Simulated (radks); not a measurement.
Results of a calculation; reference values are marked as such.
Initial-state core-level shifts of the germanium ion Ge+ when its valence configuration changes from [Ar] 3d10 4s2 4p1. Code: a radial shooting solver on a logarithmic mesh with Libxc functionals. Model: scalar-relativistic Kohn-Sham, BLYP, spin-polarised, spherical densities, point nucleus; open shells are filled with parallel spins first. Shifts are changes of the shell-averaged eigenvalues in eV (positive: less bound).

valence,2s,2p,3s,3p
3d10 4s1 4p2,-1.385,-1.382,-1.453,-1.445
3d9 4s2 4p2,-13.235,-13.130,-11.039,-10.808
3d8 4s2 4p3,-27.457,-27.240,-22.375,-21.907
3d10 4p3,-3.022,-3.016,-3.138,-3.124
3d9 4s1 4p3,-14.391,-14.279,-12.240,-11.999
3d8 4s1 4p4,-28.998,-28.773,-23.919,-23.442
3d10 4s1.5 4p1.5,-0.734,-0.733,-0.766,-0.762
3d8.5 4s1.5 4p3,-20.788,-20.623,-17.250,-16.896
3d9.5 4s2 4p1.5,-6.491,-6.440,-5.478,-5.364
